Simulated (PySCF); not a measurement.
Computed shifts of a molecule CH5FO2Si2, PBE0/pcSseg-1 (PySCF), GIAO, gas phase, atoms alike by connectivity averaged where their shifts nearly agree, in ppm (number of nuclei): ¹³C: 188.6 (1). ²⁹Si: -5.4 (1), -105.5 (1). ¹⁹F: -220.4 (1). ¹H: 6.88 (1), 5.78 (1), 3.88 (3). References: ¹⁷O against H2O (σ = 334.2 ppm); ¹³C against TMS (σ = 186.3 ppm); ²⁹Si against TMS (σ = 352.7 ppm); ¹⁹F against CFCl3 (σ = 167.2 ppm); ¹H against TMS (σ = 31.56 ppm), references at their B3LYP-D3(BJ)/def2-TZVP geometries, non-relativistic. The structure is a stationary point at PBE0-D3(BJ)/def2-SVP. The values are those of a single conformer.

Pick the molecule that these values belong to.
(A) F[Si@H]1O[C@@H]([SiH3])O1
(B) O=C(O)[Si@@H](F)[SiH3]
(C) O[Si@H]1C[Si@@H](F)O1
(D) O=C(O[SiH3])[SiH2]F

B, O=C(O)[Si@@H](F)[SiH3]
